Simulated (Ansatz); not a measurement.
One geometry of CH$_{3}$F$_{2}$Sc, SMILES `[CH3][Sc]([F])[F]`, several functionals.

```yaml
crystal:
  periodic: [false, false, false]
  atoms:
    - {symbol: C, position_ang: [-0.410646, 0.889727, -0.216005]}
    - {symbol: Sc, position_ang: [0.461089, -1.043941, 0.269449]}
    - {symbol: F, position_ang: [1.986310, -1.064642, 1.303037]}
    - {symbol: F, position_ang: [-0.348357, -2.556154, -0.403684]}
    - {symbol: H, position_ang: [-1.469741, 0.822205, -0.490945]}
    - {symbol: H, position_ang: [-0.325191, 1.606497, 0.610017]}
    - {symbol: H, position_ang: [0.106546, 1.346297, -1.071870]}
basis:
  gaussian: {orbitals: def2-TZVPP}
hamiltonian: {xc: {name: PBE-QIDH}}
```

```sh
$ ansatz run in.yaml --threads 4 --pin off --events-out ev --progress --plain --max-ram 10444MiB
```

Output, abridged:

```
Functional definition: PBE-QIDH
1257 factors; integrals over basis functions are off by at most 1.0e-3 eV
mean field evaluation 1: about -27194.2955 eV, gradient 6.3e1 eV
mean field evaluation 2: about -27194.3431 eV, gradient 6.3e1 eV
mean field evaluation 4: about -27201.4717 eV, gradient 6.3e0 eV
mean field evaluation 8: about -27201.5894 eV, gradient 5.2e-1 eV
mean field evaluation 16: about -27201.5911 eV, gradient 6.3e-4 eV
mean field -27201.59111666 eV, -999.6400356364 hartree, gradient 1.7e-6 eV, S^2 0.000000; 0 other end points of the search recorded, 0 dependent functions left out
8 core orbitals not correlated: weight in the atoms' cores, before any rotation towards them, 1.000 or more for the frozen orbitals, at most 0.000 for the correlated occupied ones
reference -27201.59113589 eV, -999.6400363434 hartree; 16, 16 occupied and 175, 175 virtual orbitals, 1257 factors
second order -30.04486442 eV of doubles, -0.00000000 eV of singles
Total energy: -27211.60609070 eV, -1000.0080791441 hartree
```

It took 3.6 s on 4 threads of an Arm Neoverse V2 on a shared host, with 0.43 GiB of host memory at the peak.

The same input with `hamiltonian: {xc: {name: wB97M-V}}` and forces (abridged; 8.5 s):

```
Functional definition: wB97M-V
mean field evaluation 16: about -27223.8570 eV, gradient 7.1e-4 eV
mean field -27223.85701949 eV, -1000.4582924733 hartree, gradient 3.0e-5 eV, S^2 0.000000
Total energy: -27223.85709554 eV, -1000.4582952681 hartree
Atom 0 force    -0.059195     0.135405    -0.035200 eV/Å
Atom 1 force    -0.034285     0.075925    -0.014683 eV/Å
Atom 2 force     0.151174    -0.008951     0.101171 eV/Å
Atom 3 force    -0.075582    -0.154051    -0.064641 eV/Å
Atom 4 force     0.086284     0.026232     0.021798 eV/Å
Atom 5 force    -0.018115    -0.048020    -0.077144 eV/Å
Atom 6 force    -0.050281    -0.026540     0.068698 eV/Å
Dipole moment:    -0.071181     0.137554    -0.023179 e Å
```

Changing it to `hamiltonian: {xc: {name: r2SCAN0}, dispersion: d4}` (abridged; 3.3 s):

```
Functional definition: r2SCAN0
mean field evaluation 16: about -27222.0181 eV, gradient 1.2e-4 eV
mean field -27222.01806882 eV, -1000.3907122824 hartree, gradient 3.4e-5 eV, S^2 0.000000
Total energy: -27222.04474476 eV, -1000.3916926051 hartree
```

Changing it to `hamiltonian: {xc: {name: wB97X-V}}` (abridged; 6 s):

```
Functional definition: wB97X-V
mean field evaluation 16: about -27222.0135 eV, gradient 6.3e-4 eV
mean field -27222.01346118 eV, -1000.3905429550 hartree, gradient 1.6e-5 eV, S^2 0.000000
Total energy: -27222.01345807 eV, -1000.3905428406 hartree
```

The same input with `hamiltonian: {xc: {name: B2PLYP}}` (abridged; 3.6 s):

```
Functional definition: B2PLYP
mean field evaluation 16: about -27210.1822 eV, gradient 1.0e-3 eV
mean field -27210.18224606 eV, -999.9557538189 hartree, gradient 6.2e-6 eV, S^2 0.000000
8 core orbitals not correlated: weight in the atoms' cores, before any rotation towards them, 1.000 or more for the frozen orbitals, at most 0.000 for the correlated occupied ones
second order -32.47161690 eV of doubles, -0.00000000 eV of singles
Total energy: -27218.94977013 eV, -1000.2779543855 hartree
```

Changing it to `hamiltonian: {xc: {name: revPBE}, dispersion: d4}` (abridged; 2 s):

```
Functional definition: revPBE
mean field evaluation 16: about -27222.3204 eV, gradient 1.5e-3 eV
mean field -27222.32043160 eV, -1000.4018239099 hartree, gradient 3.9e-5 eV, S^2 0.000000
Total energy: -27222.58032639 eV, -1000.4113748672 hartree
```
